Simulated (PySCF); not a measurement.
C6H7F3.
Cartesian coordinates in Å at the GFN2-xTB level; atoms count from 1:
```
atom  x, y, z in Å
C1    -0.0177   -1.0696    1.7737
C2    -0.2514   -0.2688    0.7335
C3    -1.4945   -0.3978   -0.0118
C4    -1.9289    0.2966   -1.0580
F5    -1.2455    1.2873   -1.6565
C6     0.7695    0.7555    0.3126
C7     1.5639    0.2629   -0.8907
F8     2.4809    1.1880   -1.2647
F9     2.2694   -0.8533   -0.5747
H10    0.8922   -1.0041    2.3439
H11   -0.7265   -1.8186    2.0820
H12   -2.1646   -1.1661    0.3460
H13   -2.8812    0.1354   -1.5412
H14    0.3027    1.7017    0.0393
H15    1.4767    0.9335    1.1246
H16    0.9473    0.0265   -1.7695
```

Method: CAM-B3LYP/def2-SVPD in PySCF (dipole) on a GFN2-xTB geometry, gas phase.

Masses are those of the commonest isotopes; rigid-rotor values at the optimised geometry. The values belong to one conformer with, in the numbering `[CH2:1]=[C:2](/[CH:3]=[CH:4]\[F:5])[CH2:6][CH:7]([F:8])[F:9]`, C1–C2–C3–C4 179°, C1–C2–C6–C7 101°, C2–C6–C7–F8 180°.

Q: Give the principal moments of inertia and the rotational constants in cm⁻¹.

A: Ia = 254.45, Ib = 393.60, Ic = 569.88 u·Å²; 505379 MHz·u·Å²/I gives 1986, 1284 and 886.8 MHz, that is A = 0.06625, B = 0.04283, C = 0.02958 cm⁻¹.

Q: What kind of rotor is it?

A: An asymmetric top; Ray's κ = -0.277.

Q: What does the inertial defect say?

A: Not planar: Δ = Ic − Ia − Ib = -78.16 u·Å². For a rigid frame Δ = −2 Σ m c², so Σ m c² = 39.08 u·Å² lies off the ab plane: 7.20 from hydrogen and 31.88 from heavier atoms. The atom farthest from that plane is 1.55 Å away.

Q: Give the other two planar moments, Paa and Pbb, and the rms extents of the mass along the axes.

A: Paa = Σ m a² = (Ib + Ic − Ia)/2 = 354.51 and Pbb = Σ m b² = (Ia + Ic − Ib)/2 = 215.37 u·Å². With the mass M = 136.05 u, the rms extents √(P/M) along a, b and c are 1.61, 1.26, 0.54 Å.

Q: Where do the levels up to J = 5 lie, in MHz?

A: Above 0(0,0):
J = 1: 1(0,1) 2171, 1(1,1) 2873, 1(1,0) 3270
J = 2: 2(0,2) 6386, 2(1,2) 6817, 2(1,1) 8009, 2(2,1) 10115, 2(2,0) 10242
J = 3: 3(0,3) 12457, 3(1,3) 12664, 3(1,2) 15020, 3(2,2) 16628, 3(2,1) 17195, 3(3,1) 21202, 3(3,0) 21228
J = 4: 4(0,4) 20278, 4(1,4) 20360, 4(1,3) 24156, 4(2,3) 25210, 4(2,2) 26636, 4(3,2) 30078, 4(3,1) 30254, 4(4,1) 36221, 4(4,0) 36226
J = 5: 5(0,5) 29837, 5(1,5) 29867, 5(1,4) 35208, 5(2,4) 35785, 5(2,3) 38469, 5(3,3) 41162, 5(3,2) 41778, 5(4,2) 47355, 5(4,1) 47396, 5(5,1) 55205, 5(5,0) 55206

Q: Predict some low-J microwave lines.

A: The dipole components are |μa| = 3.09 D, |μb| = 1.09 D, |μc| = 0.03 D. Intensities carry the squares of the components, which stand as 1.00 : 0.12 : 0.00 (a : b : c). Some lines, for components of 0.1 D or more:

```tsv
type	branch	J(Ka,Kc)	MHz	lower level (cm⁻¹)
a	Q	1(1,0) ← 1(1,1)	397	0.096
a	Q	3(2,1) ← 3(2,2)	567	0.555
a	Q	2(1,1) ← 2(1,2)	1192	0.227
b	Q	2(2,0) ← 2(1,1)	2233	0.267
a	Q	3(1,2) ← 3(1,3)	2356	0.422
b	Q	4(2,2) ← 4(1,3)	2480	0.806
b	Q	3(1,2) ← 3(0,3)	2563	0.416
b	Q	4(3,1) ← 4(2,2)	3618	0.888
b	R	3(1,2) ← 2(2,1)	4905	0.337
a	R	3(1,3) ← 2(1,2)	5847	0.227
b	Q	4(4,0) ← 4(3,1)	5972	1.009
b	R	2(2,1) ← 1(1,0)	6845	0.109
a	R	3(2,1) ← 2(2,0)	6953	0.342
b	R	2(2,0) ← 1(1,1)	7369	0.096
a	R	4(2,3) ← 3(2,2)	8582	0.555
a	R	4(3,2) ← 3(3,1)	8876	0.707
a	R	4(1,3) ← 3(1,2)	9135	0.501
b	R	4(4,0) ← 3(3,1)	15025	0.707
```

Q: Estimate the classical rotational partition function at 10 K, 50 K and 500 K.

A: Point group C1, symmetry number σ = 1; q = (√π/σ)·√((kT/h)³/(ABC)), k/h = 20836.6 MHz/K: 3540 at 10 K, 39600 at 50 K, 1250000 at 500 K.

GFN2-xTB frequencies: not computed here. Zero-point vibration and centrifugal distortion are left out.
